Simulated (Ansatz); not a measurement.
A run for Ansatz (a quantum-chemistry and plane-wave program): U-revPBE/def2-TZVPP on F (SMILES [F]).

Ansatz 0.2 input:
```yaml
crystal:
  periodic: [false, false, false]
  atoms:
    - {symbol: F, position_ang: [0.00000000, 0.00000000, 0.00000000]}
basis:
  gaussian:
    orbitals: def2-TZVPP
hamiltonian:
  xc: {name: revPBE}
magnetization: {spin_polarized: true, initial_magnetization: 1}
```

It printed:

```
WARN ansatz: RAYON_NUM_THREADS=4 ignored (pool sized by the plan → 4); use --threads N
Functional definition: revPBE
integrals: 0.00 GiB planned
156 factors; their error is unknown
mean field: 0.07 GiB planned
mean field evaluation 1: about -2713.7892 eV, gradient 8.0e0 eV
mean field evaluation 2: about -2713.8378 eV, gradient 5.9e0 eV
mean field evaluation 4: about -2713.9248 eV, gradient 2.6e-2 eV
mean field evaluation 8: about -2713.9238 eV, gradient 4.3e-4 eV
mean field evaluation 16: about -2713.9238 eV, gradient 9.9e-3 eV
mean field -2713.92384181 eV, -99.7348616227 hartree, gradient 3.2e-5 eV, S^2 0.751356; 1 other end points of the search recorded, 0 dependent functions left out
reference -2713.92385172 eV, -99.7348619869 hartree; 5, 4 occupied and 26, 27 virtual orbitals, 156 factors
Total energy: -2713.92385172 eV, -99.7348619869 hartree
```

The calculation finished and met its thresholds.

Cost: about 0.4 core-seconds (a rough figure).
